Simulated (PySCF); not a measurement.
Si(F)2(Me)2 (C2H6F2Si), SMILES C[Si](C)(F)F. Heavy atoms are numbered as in [CH3:1][Si:2]([CH3:3])([F:4])[F:5]. Hydrogens are named by the atom that carries them.

Geometry optimised at ωB97X-D3(BJ)/def2-SVP.

All values below come from PBE/pcSseg-1 run with PySCF.

GIAO shieldings, no solvent; atoms alike by connectivity are averaged. δ = σ(ref) − σ: ¹³C against TMS (σ = 182.0 ppm); ²⁹Si against TMS (σ = 335.4 ppm); ¹⁹F against CFCl3 (σ = 133.6 ppm); ¹H against TMS (σ = 31.49 ppm), references at their B3LYP-D3(BJ)/def2-TZVP geometries, non-relativistic.

```
nucleus     atoms  count  δ (ppm)
-------  --------  -----  -------
¹³C      C1 (CH3)      2     -0.3
²⁹Si          Si2      1     21.5
¹⁹F            F4      2   -168.7
¹H        H on C1      6     0.51
```
